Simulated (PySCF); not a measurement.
## As²⁹⁺: ionisation energy

As²⁹⁺ [He] 2s2 → As³⁰⁺ [He] 2s1 [2s1/2^1, M_J = 1/2], as a difference of total energies. Calculation: PySCF 2.14, in an even-tempered Gaussian basis (17 s from 10 bohr⁻², ratio 2.4; 11 p from 13 bohr⁻², ratio 2.4; 5 d from 43 bohr⁻², ratio 2.6; 4 f from 65 bohr⁻², ratio 2.6); the two-component X2C-1e Hamiltonian. Correlated levels: nothing frozen; the 28 highest virtual spinors dropped. "Screened" scales the spin-orbit matrix elements by Boettger's factors to mimic the two-electron term; Breit and QED terms are absent.

```
                    method  ionisation energy (eV)
 GHF (screened spin-orbit)                  3280.9
GMP2 (screened spin-orbit)                  3286.2
```

Q: How much does correlation contribute at GMP2 (screened spin-orbit)?

A: 3286.2 − (3280.9) = 5.3 eV, measured against GHF (screened spin-orbit).

For this ion Breit and QED terms and the two-electron picture change, all absent here, outweigh the correlation shift from GHF to GMP2.

For comparison: 3287 ± 3 eV (semi-empirical (NIST evaluation); NIST Atomic Spectra Database, ionization energies).
